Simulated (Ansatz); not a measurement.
**Question.** Name a neutral molecule of B, Cl, O, S, Si and H with HOMO energy (PBE0/def2-TZVPP) between -8.25 and -7.95 eV and HOMO–LUMO gap (ωB97M-V/def2-TZVPP) between 11.15 and 11.45 eV (Ansatz, PBE0-D4/def2-TZVP geometry).

**Answer.** `ClB1O[SiH2]S1` (-8.10 eV, 11.30 eV); `BO[SiH](S)Cl` (-8.00 eV, 11.19 eV). Other molecules can fit too; these were computed, each in one conformer that needn't be the lowest.
